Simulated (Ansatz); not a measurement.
```yaml
crystal:
  periodic: [true, true, true]
  atoms:
    - {symbol: Br, position_ang: [0.903019, 0.587175, 1.924183]}
    - {symbol: Sb, position_ang: [-0.847635, -0.135972, 0.296401]}
    - {symbol: Br, position_ang: [0.387752, -2.036094, -0.752773]}
    - {symbol: Br, position_ang: [-0.443125, 1.584880, -1.467811]}
basis:
  gaussian: {orbitals: def2-TZVPD}
hamiltonian: {xc: {name: wB97}}
output: {forces: true}
```

```sh
$ ansatz run in.yaml --threads 4 --pin off --events-out ev --progress --plain --max-ram 10444MiB
```

Shortened log:

```
Error: YAML parse error: error: line 2 column 3: crystal: missing field `lattice` (a structure is typed as `lattice` and `atoms`, a molecule's as `atoms` in Å alone, or read from a run's directory, `checkpoint`)
 --> <input>:2:3
1 | crystal:
2 |   periodic: [true, true, true]
3 |   atoms:
4 |     - {symbol: Br, position_ang: [0.903019, 0.587175, 1.924183]}
```

Question: Something in this input is off. What?

Answer: The molecule is marked periodic without a cell. The program refused the input.
